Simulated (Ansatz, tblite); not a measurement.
Isomers of SiS3⁻ (doublet), found by a short tight-binding search and relaxed with PBE-D4/def2-TZVPD in Ansatz.

The xTB rows come from tblite. LC-ωPBE has ω = 0.4 bohr⁻¹. Correlated methods freeze 20 core orbitals. In CCSD on the charge -1 doublet the largest single amplitude is 0.44, so its Hartree–Fock determinant may place the open shell otherwise than the density functionals do.

Run but left out: HF/def2-TZVPD, MP2/def2-TZVPD (B: a determinant that CCSD turns far, T1 0.070).

B: At CCSD(T)/def2-TZVPD T1 of the charge -1 doublet is large (up to 0.070), so the single-reference result is doubtful.

Other spin states were run for one of them alone.

A:

```xyz
4

Si   -0.0239    1.1416    0.0975
S     1.8499    1.9063    0.1638
S    -1.8037   -1.9994   -0.1684
S    -0.0222   -1.0485   -0.0929
```

B:

Cartesian coordinates in Å:
```
Si 0.000 0.000 0.000
S 0.477 -0.376 -1.941
S 1.138 -0.777 1.496
S -1.615 1.153 0.445
```

Question: Estimate their order by electronic energy at PBE0-D4/def2-TZVPD, counted from the lowest.

Answer: B (0.0) < A (173.5), in kJ/mol.

Question: Do the other levels pick the same lowest one?

Answer: All that were run do. Energies above each level's lowest (kJ/mol):

```tsv
level	A	B
GFN1-xTB	294.4	0.0
GFN2-xTB	128.8	0.0
PBE-D4/def2-TZVPD	164.8	0.0
r2SCAN-D4/def2-TZVPD	183.0	0.0
PBE0-D4/def2-TZVPD	173.5	0.0
BHLYP-D4/def2-TZVPD	180.9	0.0
LC-ωPBE/def2-TZVPD	172.2	0.0
CCSD/def2-TZVPD	173.5	0.0
CCSD(T)/def2-TZVPD	171.7	0.0
```
Point groups (tolerance 0.1 Å): A Cs, B D3h. Lower isomers may exist.
